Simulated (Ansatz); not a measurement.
# A geometry optimisation of AsHPSi− with B3LYP-D3(BJ)/def2-SVPD

The starting geometry of this gas-phase singlet was optimised with GFN2-xTB.

```xyz
4

As    0.0557   -1.0756   -1.6646
P    -1.5221   -0.6657   -3.2410
Si   -2.2556   -1.4878   -1.3860
H     0.0314    0.2902   -0.8781
```

Problem. Predict what it relaxes into with B3LYP-D3(BJ)/def2-SVPD.

Solution. It keeps its bonds.

The energy falls by 0.15 eV over 5 steps:

```csv
step,E − E(last) (eV)
1,0.148
2,0.026
3,0.002
4,0.000
5,0.000
```

Final geometry (Å):

```yaml
atoms:
  - { symbol: As, position_ang: [0.1095, -1.0619, -1.5966] }
  - { symbol: P, position_ang: [-1.5829, -0.6668, -3.2425] }
  - { symbol: Si, position_ang: [-2.3239, -1.5329, -1.4449] }
  - { symbol: H, position_ang: [0.1068, 0.3226, -0.8856] }
```

Frequencies at the end are all real (lowest 278 cm⁻¹). Run with Ansatz 0.2.0, 36 s on 1 thread of AMD EPYC (Zen 3) (shared host).
